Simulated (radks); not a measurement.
Task: Charge is removed step by step from the 3s level of the scandium ion Sc2+, starting from [Ar] 3d1. Code: a radial shooting solver on a logarithmic mesh with Libxc functionals. Model: non-relativistic Kohn-Sham, PBE, spin-unpolarised, spherical densities, point nucleus. At the starting occupation the eigenvalue is -69.749 eV. Estimate the energy to remove one whole electron from this level, the eigenvalue at the end, and how far E(n) bends from a straight line.

Result: Delta-SCF 78.480 eV; final eigenvalue -87.476 eV; the deviation from the straight line is -2.218 eV at 0.5 electron removed, the largest on the grid computed. Slater's transition state (half an electron removed) gives 78.414 eV. Integrating minus the eigenvalue over the occupation (Janak's theorem) gives 78.480 eV. The mean slope of the eigenvalue, de/dn, is 17.7 eV per electron.
